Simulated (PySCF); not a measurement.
C7H10F2O2.
SMILES with atom numbers: `[CH3:1][CH2:2][O:3][C@@H:4]1[CH:5]=[C:6]([CH:7]([F:8])[F:9])[O:10][CH2:11]1`

Definitions: NICS(0) = −σiso at the ring centroid; NICS(1) = −σiso and NICS(1)zz = −σzz at ±1 Å along the ring normal z. Level: GIAO PBE0/pcSseg-1 (PySCF, non-relativistic, gas phase) on the GFN2-xTB geometry, one conformer.

Ring bond lengths (Å), with Mayer bond orders in brackets: C4–C5 1.510 (1.01), C5–C6 1.330 (1.70), C6–O10 1.359 (1.03), O10–C11 1.426 (0.89), C11–C4 1.543 (1.03).

Question: What do the NICS probes read (ppm)?

Answer: 
```json
{"ring": "C4–C5–C6–O10–C11", "type": "5-membered ring with O; formal bonds 1 double, 4 single", "NICS(0)": "-4.5", "NICS(1), two faces": "-3.6 / -2.3", "NICS(1)zz, two faces": "-5.2 / -1.9", "rms pucker (Å)": "0.01", "centre to ring atoms, mean (Å)": "1.22"}
```

Question: What can be read from them?

Answer: 
- C4–C5–C6–O10–C11: mean NICS(1)zz -3.6 ppm, shielded. C4, C11 have four or more neighbours; no verdict on aromaticity is drawn. The two faces differ by 3.3 ppm, so no symmetry operation interchanges them.

Question: What is the mean of the two in-plane components of NICS at the second NICS(1) probe listed for ring C4–C5–C6–O10–C11, 1 Å off the ring?

Answer: The isotropic value is a third of the trace: (3 × -2.3 − (-1.9))/2 = -2.5 ppm.

Conformer computed: `[CH3:1][CH2:2][O:3][C@@H:4]1[CH:5]=[C:6]([CH:7]([F:8])[F:9])[O:10][CH2:11]1`: C1–C2–O3–C4 -174°, C2–O3–C4–C5 -75°, C5–C6–C7–F8 -48°.
